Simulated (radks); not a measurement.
Species: Dy31+. Configuration: [Ar] 3d10 4s2 4p5 (the NIST ground configuration). Method: scalar-relativistic Kohn-Sham, PBEsol, spin-polarised, spherical densities, finite nucleus; open shells are filled with parallel spins first (spin-orbit coupling, left out, can overturn this in heavy ions); Fermi nuclear charge, rms radius 5.2218 fm; computed with a radial shooting solver on a logarithmic mesh with Libxc functionals.

Normalised radial functions P(r) = r R(r), r in bohr:

r,3p down
0.001395,0.0108
0.001773,0.0163
0.002254,0.0245
0.002865,0.0368
0.003642,0.0552
0.004668,0.0836
0.005934,0.1243
0.007543,0.1830
0.009589,0.2663
0.01229,0.3856
0.01562,0.5390
0.01986,0.7306
0.02525,0.9500
0.03209,1.1670
0.04113,1.3262
0.05228,1.3250
0.06646,1.0666
0.08449,0.4805
0.1083,-0.4306
0.1376,-1.4005
0.175,-2.1190
0.2224,-2.2880
0.2828,-1.8675
0.3624,-1.1157
0.4606,-0.4834
0.5856,-0.1400
0.7444,-0.0246
0.954,-0.0021
1.213,-0.0001
1.542,0.0000

3p down: eigenvalue -2805.5 eV, 1 radial node at r = 0.0971 bohr, <r> = 0.230 bohr, 90 % of the charge inside 0.344 bohr.
